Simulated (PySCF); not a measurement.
# Partial charges of 1,1,2-trifluoro-2-methylcyclopropane

Species: 1,1,2-trifluoro-2-methylcyclopropane, C4H5F3.
Cartesian coordinates in Å at the GFN2-xTB level; atoms count from 1:
```
atom  x, y, z in Å
C1     1.4113    0.0137   -0.5408
C2     0.2291   -0.3184    0.3279
F3     0.5634   -1.1265    1.3793
C4    -1.1582   -0.5349   -0.2404
C5    -0.8619    0.6754    0.5849
F6    -1.4202    0.8212    1.7963
F7    -0.7986    1.8870   -0.0067
H8     2.2075    0.4325    0.0713
H9     1.1269    0.7399   -1.2963
H10    1.7786   -0.8895   -1.0237
H11   -1.3040   -0.4098   -1.3014
H12   -1.7728   -1.2914    0.2235
```

Density: PBE0/pcSseg-1 (PySCF); schemes: Mulliken, IAO, Hirshfeld and ESP-fitted. Geometry: GFN2-xTB; no solvent, vibrations or thermal averaging.

Task: Which atoms carry the highest charge in the Mulliken, IAO, Hirshfeld and ESP-fitted schemes?

Result: All schemes agree: Mulliken C5 (+0.520); IAO C5 (+0.541); Hirshfeld C5 (+0.157); ESP-fitted C5 (+0.394).

Task: Do the Mulliken, IAO, Hirshfeld and ESP-fitted schemes agree on where the charge is lowest?

Result: The schemes don't all agree: Mulliken F3 (-0.294); IAO C1 (-0.441); Hirshfeld C1 (-0.122); ESP-fitted C1 (-0.584).

Task: What partial charge does each atom carry?

Result: In e:

```
atom                 environment  Mulliken     IAO  Hirshfeld  ESP-fitted
  C1               methyl carbon    -0.205  -0.441     -0.122      -0.584
  C2              sp3 C–F carbon    +0.037  +0.276     +0.082      +0.367
  F3              alkyl fluorine    -0.294  -0.300     -0.102      -0.228
  C4  three-membered-ring carbon    -0.227  -0.359     -0.113      -0.436
  C5                  CF2 carbon    +0.520  +0.541     +0.157      +0.394
  F6     fluorine of a CF2 group    -0.264  -0.271     -0.092      -0.195
  F7     fluorine of a CF2 group    -0.277  -0.287     -0.093      -0.203
  H8             methyl hydrogen    +0.140  +0.164     +0.053      +0.175
  H9             methyl hydrogen    +0.124  +0.163     +0.051      +0.174
 H10             methyl hydrogen    +0.133  +0.158     +0.051      +0.182
 H11          methylene hydrogen    +0.149  +0.172     +0.062      +0.173
 H12          methylene hydrogen    +0.165  +0.184     +0.065      +0.182
```

Mean size of the charges over all atoms: IAO 0.276 e, ESP-fitted 0.275 e, Mulliken 0.211 e, Hirshfeld 0.087 e. Each set sums to the total charge, 0, to within 0.001 e. The Mulliken scheme counts on each atom the diagonal of the density matrix times the overlap matrix over that atom's basis functions. The ESP scheme is a least-squares fit of atom-centred charges to the potential on four shells outside the van der Waals surface, with the total charge fixed.

Task: Sum the charges by element.

Result: 
| element | atoms | Mulliken | IAO | Hirshfeld | ESP-fitted |
| --- | --- | --- | --- | --- | --- |
| C | 4 | +0.125 | +0.017 | +0.005 | -0.260 |
| F | 3 | -0.836 | -0.858 | -0.287 | -0.626 |
| H | 5 | +0.711 | +0.841 | +0.282 | +0.886 |

Task: How many electrons does the Hirshfeld scheme count on C2?

Result: Z − q = 6 − (+0.082) = 5.918.

These values come from a run that also computed NMR shieldings. Rough CPU time on one thread of a shared machine: about 16 s.
